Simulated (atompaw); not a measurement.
## Which change was made? (Be, PAW (atompaw))

- Element: beryllium
- Generator: atompaw 4.2.0.5
- Type: PAW
- Functional: LDA (PW92)
- Relativity: scalar-relativistic
- Frozen core: [He]
- Valence charge: 2
- Reference configuration: 2s2 2p0
- Partial waves: 2s (bound): rc 1.60 bohr; 2s channel at 0.3 Ry: rc 1.60 bohr; 2p (bound, empty): rc 3.00 bohr; 2p channel at 0.2 Ry: rc 3.00 bohr
- Local potential: ultrasoft scheme with l = 2 at -0.5 Ry, radius 2.60 bohr
- Core correction: smooth core density matched at 2.05 bohr
- Augmentation charge: sinc compensation charge, radius 2.80 bohr; PAW radius 3.00 bohr; waves and projectors: custom rrkj vanderbiltortho

Cutoffs, loose and tight: the cutoffs (Ry, on a coarse ladder) from which the occupation-weighted sum of valence levels, in a spherical-Bessel basis at the reference potential, stays within 10 and 1 mRy of its value at 400 Ry. They see the waves, projectors and local potential, not the compensation charge or the core.

The base gives: outcome: generated; cutoff, loose: 8 Ry; cutoff, tight: 15 Ry; bound ghosts: none.

After one change the result is: outcome: generated; cutoff, loose: 12 Ry; cutoff, tight: 18 Ry; bound ghosts: none. Which change was it?
A. core none, valence charge 4; reference 1s2 2s1.75 2p0.25; waves now 1s (bound): rc 0.55 bohr; 2s (bound): rc 3.00 bohr; 2p (bound): rc 3.00 bohr; 2p channel at 3.25 Ry: rc 3.00 bohr; local potential ultrasoft scheme with l = 2 at -0.5 Ry, radius 2.75 bohr; core correction none; augmentation sinc compensation charge, radius 2.70 bohr; PAW radius 3.00 bohr; waves and projectors: custom rrkj vanderbiltortho
B. augmentation sinc compensation charge, radius 2.80 bohr; PAW radius 3.00 bohr; waves and projectors: custom polynom vanderbiltortho
C. all radii scaled by about 0.76 (s 1.22, p 2.28 bohr); local potential ultrasoft scheme with l = 2 at -0.5 Ry, radius 1.98 bohr; augmentation sinc compensation charge, radius 2.14 bohr; PAW radius 2.28 bohr; waves and projectors: custom rrkj vanderbiltortho; core correction smooth core density matched at 1.56 bohr
D. wave 2s (bound): rc 1.60 bohr becomes 2s (bound): rc 2.98 bohr

B. The others give: wave 2s (bound): rc 1.60 bohr becomes 2s (bound): rc 2.98 bohr → outcome: generated; cutoff, loose: 6 Ry; cutoff, tight: 6 Ry; bound ghosts: none | core none, valence charge 4; reference 1s2 2s1.75 2p0.25; waves now 1s (bound): rc 0.55 bohr; 2s (bound): rc 3.00 bohr; 2p (bound): rc 3.00 bohr; 2p channel at 3.25 Ry: rc 3.00 bohr; local potential ultrasoft scheme with l = 2 at -0.5 Ry, radius 2.75 bohr; core correction none; augmentation sinc compensation charge, radius 2.70 bohr; PAW radius 3.00 bohr; waves and projectors: custom rrkj vanderbiltortho → outcome: generated; cutoff, loose: 160 Ry; cutoff, tight: 260 Ry; bound ghosts: none | all radii scaled by about 0.76 (s 1.22, p 2.28 bohr); local potential ultrasoft scheme with l = 2 at -0.5 Ry, radius 1.98 bohr; augmentation sinc compensation charge, radius 2.14 bohr; PAW radius 2.28 bohr; waves and projectors: custom rrkj vanderbiltortho; core correction smooth core density matched at 1.56 bohr → outcome: failed: atompaw: The overlap operator has at least one negative eigenvalue!.
